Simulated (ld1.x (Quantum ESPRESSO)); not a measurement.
## Reading a pseudo-wave (silicon)

Columns: radius, all-electron u(r) and pseudo u(r) of the 3s shell (level -10.88 eV) of silicon in the configuration [Ne] 3s2 3p2; LDA (PZ), scalar-relativistic, TM scheme, ld1.x (Quantum ESPRESSO) 7.5.

| r (bohr) | all-electron | pseudo |
| --- | --- | --- |
| 0.085 | 0.1548 | 0.0207 |
| 0.170 | -0.0560 | 0.0420 |
| 0.255 | -0.2447 | 0.0648 |
| 0.340 | -0.3349 | 0.0897 |
| 0.425 | -0.3358 | 0.1176 |
| 0.510 | -0.2745 | 0.1492 |
| 0.595 | -0.1761 | 0.1853 |
| 0.680 | -0.0596 | 0.2264 |
| 0.765 | 0.0618 | 0.2729 |
| 0.850 | 0.1798 | 0.3246 |
| 0.935 | 0.2890 | 0.3804 |
| 1.020 | 0.3866 | 0.4389 |
| 1.105 | 0.4712 | 0.4978 |
| 1.190 | 0.5428 | 0.5542 |
| 1.275 | 0.6014 | 0.6053 |
| 1.360 | 0.6481 | 0.6490 |
| 1.445 | 0.6837 | 0.6838 |
| 1.530 | 0.7094 | 0.7094 |
| 1.615 | 0.7262 | 0.7262 |
| 1.700 | 0.7351 | 0.7351 |
| 1.785 | 0.7374 | 0.7374 |
| 1.870 | 0.7338 | 0.7338 |
| 1.955 | 0.7254 | 0.7254 |
| 2.040 | 0.7130 | 0.7130 |
| 2.125 | 0.6972 | 0.6972 |
| 2.210 | 0.6789 | 0.6789 |

(1) How many radial nodes do the two functions have?

(2) At about which radius was the pseudo-wave matched?

(3) Is the pseudo-wave norm-conserving?

Answers

(1) The all-electron 3s function has n − l − 1 = 2; the pseudo-wave has 0, since the states of the same l below it are removed with the core.

(2) 1.70 bohr. The columns agree to 0.0005 from 1.45 bohr on; several derivatives are matched, so the curves merge somewhat inside the radius.

(3) Yes: the TM scheme keeps the norm inside the radius equal to the all-electron one, which fixes the energy derivative of the logarithmic derivative at the level.
